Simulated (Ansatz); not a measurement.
One change: `[Cl][Ge][Br]` becomes `[SH][Ge][Br]`.

Ansatz, PBE0-D4/def2-TZVP geometries, multiplicity 1. Each molecule was computed in one conformer, which needn't be the lowest.

Scalar relativity is left out up to krypton. Spin–orbit coupling is left out; it splits and shifts lone-pair levels of the heavy atoms by tenths of an eV.

```tsv
property	`[Cl][Ge][Br]`
HOMO–LUMO gap (PBE0/def2-TZVPP) / eV	4.78
LUMO energy (PBE0/def2-TZVPP) / eV	-3.15
HOMO–LUMO gap (ωB97M-V/def2-TZVPP) / eV	8.75
size of the dipole moment (PBE/def2-TZVPP) / D	1.75
HOMO energy (B3LYP/def2-TZVPP) / eV	-7.73
ideal-gas entropy at 298 K and 1 bar (rigid rotor, harmonic PBE0-D4/def2-TZVP) / J/(mol·K)	313
```

**Question.** What does the change do to each property? (Best estimate.)

**Answer.** Ansatz gave: 
```csv
property,`[SH][Ge][Br]`,shift
HOMO–LUMO gap (PBE0/def2-TZVPP) / eV,4.71,-0.07
LUMO energy (PBE0/def2-TZVPP) / eV,-2.79,0.36
HOMO–LUMO gap (ωB97M-V/def2-TZVPP) / eV,8.64,-0.11
size of the dipole moment (PBE/def2-TZVPP) / D,0.86,-0.89
HOMO energy (B3LYP/def2-TZVPP) / eV,-7.29,0.44
"ideal-gas entropy at 298 K and 1 bar (rigid rotor, harmonic PBE0-D4/def2-TZVP) / J/(mol·K)",319,6
```

With PBE0 the HOMO rises by 0.43 eV and the LUMO rises by 0.36 eV, so the gap narrows by about 0.07 eV. PBE moves the HOMO by 0.41 eV and ωB97M-V by 0.43 eV. The zero-point energy changes by 21.9 kJ/mol with +3 modes. Dipoles are sizes alone; their direction can turn.

B3LYP here is the variant with VWN-RPA as its local correlation; programs differ in this.
